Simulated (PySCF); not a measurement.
NSi, SMILES N#[Si], multiplicity 2.

Coordinates come from a PBE0-D3(BJ)/def2-TZVPD optimisation.

The numbers are results of PBE0-D3(BJ)/def2-TZVPD (PySCF), not measurements.

Frequencies are harmonic and unscaled.

### Question
Give all harmonic wavenumbers and intensities. (An estimate is asked for; the answer gives what the named calculation found.)

### Answer

```csv
mode,ν (cm⁻¹),IR (km/mol),moving atoms (share of kinetic energy)
1,1197,27.2,"N 67 %, Si 33 %"
```
